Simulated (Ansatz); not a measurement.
A run on `N[SiH2][GaH2]` with other settings.

```yaml
crystal:
  periodic: [false, false, false]
  atoms:
    - {symbol: N, position_ang: [-0.982052, 0.631857, -1.185852]}
    - {symbol: Si, position_ang: [0.394797, 0.666430, -0.143159]}
    - {symbol: Ga, position_ang: [0.327025, -1.243278, 1.326138]}
    - {symbol: H, position_ang: [-1.294170, -0.248909, -1.561056]}
    - {symbol: H, position_ang: [-1.139668, 1.377281, -1.845788]}
    - {symbol: H, position_ang: [0.354279, 1.946369, 0.620623]}
    - {symbol: H, position_ang: [1.723691, 0.675899, -0.842721]}
    - {symbol: H, position_ang: [-0.578922, -2.491823, 0.994405]}
    - {symbol: H, position_ang: [1.195019, -1.313835, 2.637421]}
basis:
  gaussian: {orbitals: def2-mTZVPP}
hamiltonian: {xc: {name: wB97X-V}}
```

```sh
$ ansatz run in.yaml --threads 2 --pin off --events-out ev --progress --plain --max-ram 4352MiB
```

Shortened log:

```
Functional definition: wB97X-V
1150 factors; their error is unknown
309 factors; integrals over basis functions are off by at most 3.5e-6 eV
mean field evaluation 1: about -61833.6520 eV, gradient 4.7e1 eV
mean field evaluation 2: about -61833.8715 eV, gradient 4.6e1 eV
mean field evaluation 4: about -61837.4322 eV, gradient 1.6e0 eV
mean field evaluation 8: about -61837.6156 eV, gradient 3.5e-2 eV
mean field -61837.61555819 eV, -2272.4904567221 hartree, gradient 4.8e-5 eV, S^2 0.000000; 0 other end points of the search recorded, 0 dependent functions left out
reference -61837.61555596 eV, -2272.4904566402 hartree; 29, 29 occupied and 88, 88 virtual orbitals, 1150 factors
Total energy: -61837.61555596 eV, -2272.4904566402 hartree
```

Run time 4.6 s (2 threads of an Arm Neoverse V2 on a shared host); peak host memory 0.39 GiB.
